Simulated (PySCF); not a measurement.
Compound: SiMe2(NHiPr)2, C8H22N2Si.
SMILES: `CC(C)N[Si](C)(C)NC(C)C`

The closed-shell ground state was solved at several levels (PySCF, density fitting, gas phase, non-relativistic). One conformer (not necessarily the lowest) at the PBE0-D3(BJ)/def2-SVP geometry, without solvent, vibrations or thermal averaging.

| level | basis functions | total energy (Eh) | HOMO (eV) | LUMO (eV) | gap (eV) | dipole (D) |
| --- | --- | --- | --- | --- | --- | --- |
| PBE0/def2-SVPD | 400 | -716.1646 | -6.33 | 0.42 | 6.75 | 0.75 |
| PBE0/pcSseg-1 | 304 | -716.4669 | -6.30 | 1.02 | 7.32 | 0.80 |

Q: Estimate the row for wB97X-D/pcSseg-1, a basis of 304 functions; the other rows only guide the guess.

A: Total energy -716.9711 Eh, HOMO -8.17 eV, LUMO 2.80 eV, gap 10.97 eV, dipole 0.84 D.

Q: Over all these levels, which gives the widest orbital gap and which the narrowest?

A: wB97X-D/pcSseg-1 (range-separated hybrid) has the widest, 10.97 eV, and PBE0/def2-SVPD (global hybrid, 25 % exact exchange) the narrowest, 6.75 eV. Functional and basis both differ between the two, so the spread mixes both effects.

Q: How far do the dipole and the HOMO energy spread over the levels?

A: The dipole runs from 0.75 to 0.84 D (mean 0.80 D) and the HOMO from -8.17 to -6.30 eV.

Note: wB97X-D ran without an empirical dispersion term, which enters the total energy and its gradient alone.
